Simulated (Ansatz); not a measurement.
Total energies of `CCCCCCCCCCB(O)O` from Ansatz at PBE0-D4/def2-TZVP, gas phase (1 Eh = 27.2114 eV = 2625.5 kJ/mol). The reference geometry is relaxed at PBE-D4/def2-SVP.

```csv
state,geometry,energy (Eh)
charge 0 singlet,reference,-569.89230
charge 1 doublet,reference,-569.53663
charge -1 doublet,reference,-569.83573
free C atom (triplet),–,-37.80537
free B atom (doublet),–,-24.61828
free O atom (triplet),–,-75.01860
free H atom (doublet),–,-0.50104
```

**Question.** Work out the vertical ionisation energy to the doublet.

**Answer.** E(charge 1 doublet) − E(charge 0 singlet) = -569.53663 − (-569.89230) = 0.35567 Eh = 9.68 eV. For comparison, −ε of the highest occupied level is 8.22 eV at this level, 1.46 eV less.

**Question.** Work out the vertical electron affinity, to the doublet.

**Answer.** E(charge 0 singlet) − E(charge -1 doublet) = -569.89230 − (-569.83573) = -0.05657 Eh = -1.54 eV; negative, so the extra electron isn't bound. The basis lacks diffuse functions, which makes affinities too small.

**Question.** Give the fundamental gap IE − EA, the Mulliken electronegativity (IE + EA)/2 and the hardness (IE − EA)/2.

**Answer.** From the values in Eh: IE − EA = 0.35567 − (-0.05657) = 0.41224 Eh = 11.22 eV; (IE + EA)/2 = 4.07 eV; (IE − EA)/2 = 5.61 eV. The HOMO–LUMO gap of the same run is 8.47 eV, 2.75 eV smaller than the fundamental gap.

**Question.** What is the binding energy per atom against free atoms?

**Answer.** Atoms: 10 × (-37.80537) + 1 × (-24.61828) + 2 × (-75.01860) + 23 × (-0.50104) = -564.23310 Eh. Binding: -564.23310 − (-569.89230) = 5.65920 Eh = 153.99 eV, or 4.28 eV for each of 36 atoms (no zero-point energy, no counterpoise term).

At PBE0-D4/def2-TZVP the highest occupied level of the charge -1 doublet lies above zero (up to 2.75 eV). By energy differences it is unbound by 1.54 eV (vertical, against the charge 0 singlet, at PBE0-D4/def2-TZVP) and held by the finite basis.
